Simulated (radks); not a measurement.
Results of a calculation; reference values are marked as such.
Question: These are the eigenvalues of the occupied orbitals of an atom or ion with whole-number occupations (hartree). Level of theory: Dirac Kohn-Sham, exchange-only PBE, spin-unpolarised, spherical densities, finite nucleus; Fermi nuclear charge, rms radius of each element as measured or else 0.836 A^(1/3) + 0.57 fm (a radial shooting solver on a logarithmic mesh with Libxc functionals).

1s1/2: -1660.946
2s1/2: -323.4932
2p1/2: -310.1247
2p3/2: -290.8168
3s1/2: -114.0121
3p1/2: -108.6335
3p3/2: -104.2551
3d3/2: -95.58943
3d5/2: -94.58872

Which element is it, and in what charge state? The configuration may be excited. Open shells, if any, fill j = l - 1/2 first.

Answer: Z = 60, neodymium, charge +37: Nd37+ in [Ar] 3d5. The list shows which subshells hold electrons but not how many an open one holds; the 1s level, -1660.9 hartree, gives Z - s = 57.6 by -(Z - s)^2/2, which with screening and relativity narrows Z to a few neighbours, and the depths of the outer levels then fix element, charge and occupations together.
